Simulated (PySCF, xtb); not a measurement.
C3H5ClSi, SMILES [Si@@H](C)(C#C)Cl.

GFN2-xTB (xtb) at its own geometry gives an orbital gap of 5.18 eV and a dipole moment of 1.83 D.

Geometry optimised at B3LYP-D3(BJ)/def2-SVP. The structure was generated by enumeration; whether it is a known compound was not checked.

Problem. What does HF/def2-TZVP run with PySCF give? (The exact figures need the calculation; the answer reports its results.)

Solution. gap 14.10 eV (levels -11.08 and 3.02 eV), dipole 2.13 D.
